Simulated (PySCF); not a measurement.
# Correlation energy of Nb (niobium, neutral)

Starting occupation: [Kr] 4d4 5s1, 4d3/2 with m_j = -3/2, -1/2, +1/2, +3/2, 5s1/2 with m_j = +1/2. Computed with PySCF 2.14 in x2c-TZVPall-2c with one added diffuse shell each of s, p, d type (9s10p8d1f, 86 functions), with X2C-1e with screened-nucleus spin-orbit coupling, Gaussian nucleus. Frozen: [Ar] 3d10; 13 electrons correlated; the 6 highest virtual spinors left out.

MP2 pair energies summed by pair of shells (mhartree):

```
 pair  energy  share (%)
4d-4p  -89.58       34.0
4p-4p  -82.39       31.2
4d-4d  -28.92       11.0
4p-4s  -23.75        9.0
4p-5s  -12.31        4.7
4d-5s  -12.09        4.6
4d-4s   -9.17        3.5
4s-4s   -4.78        1.8
4s-5s   -0.72        0.3
```

Total MP2 correlation energy: -263.70 mhartree.

The GHF reference relaxed away from the jj start to a determinant that is no pure jj level (⟨S²⟩ = 8.75, ⟨J²⟩ = 4.62); the energies belong to that determinant.

This basis was not built for core-valence correlation, so the inner-shell part is incomplete.
